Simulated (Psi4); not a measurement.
Torsional profile of SMILES [SiH3]O[SiH2][SiH2]O (H₈O₂Si₃). Scanned: dihedral H6–O1–Si2–Si3; all other coordinates were relaxed at GFN2-xTB. Points at φ and −φ are mirror images.

Geometry of the scan point at -100° (Å):
```
13

O     -3.0726    -0.8005    -0.7041
Si    -1.9403    -0.2611     0.3474
Si    -1.7652     2.0113     0.0849
O     -0.5622     2.4603     1.0835
Si     0.5334     3.3455     1.8705
H     -3.9677    -0.9956    -0.4498
H     -2.3293    -0.7037     1.7001
H     -0.7630    -1.0573    -0.0174
H     -2.9350     2.8158     0.4869
H     -1.3931     2.5082    -1.2493
H      1.8362     2.8756     1.4048
H      0.3074     3.0694     3.2874
H      0.3262     4.7578     1.5547
```

Calculation: DF-MP2 (frozen core)/cc-pVTZ // GFN2-xTB (Psi4).

Scanned values (°): -160, -140, -120, -100, -80, -60, -40, -20, 0, 20, 40, 60, 80, 100, 120, 140, 160, 180.

Describe the profile: where are the wells and the tops?

Lower than their neighbours: -80° (2.1 kJ/mol), 80° (2.1 kJ/mol), 180° (0.0 kJ/mol). Higher than their neighbours: -100° (2.3 kJ/mol), 0° (5.1 kJ/mol), 100° (2.3 kJ/mol). The whole profile spans 5.1 kJ/mol.
